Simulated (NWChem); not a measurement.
A series in which one site is exchanged, each optimised at PBE0/def2-SVP with NWChem, gas phase unless a solvent is named. All stand in one matching conformer (torsions within 35°), which need not be the lowest. For some, no frequency run checked for a minimum. def2 effective core potentials on I; no spin-orbit coupling.

A: OB(I)I (BHOI2; site = I)
B: OB(F)I (BHOIF; site = F)
C: OB(Cl)I (BHOICl; site = Cl)
D: OBI (BH₂OI; site = H)

Values for A:

| Item | Value |
|---|---|
| dipole (D), PBE0/def2-SVP | 1.90 |
| orbital gap (eV), PBE0/def2-SVP | 6.43 |
| vertical ionisation energy, ΔSCF, PBE/def2-SVP (eV) | 9.06 |

Q: How do these values change for the other members?

A: 
| change from A | B | C | D |
|---|---|---|---|
| dipole (D), PBE0/def2-SVP | +0.33 | +0.25 | -0.53 |
| orbital gap (eV), PBE0/def2-SVP | +1.39 | +0.60 | +0.56 |
| vertical ionisation energy, ΔSCF, PBE/def2-SVP (eV) | +0.92 | +0.58 | +0.90 |
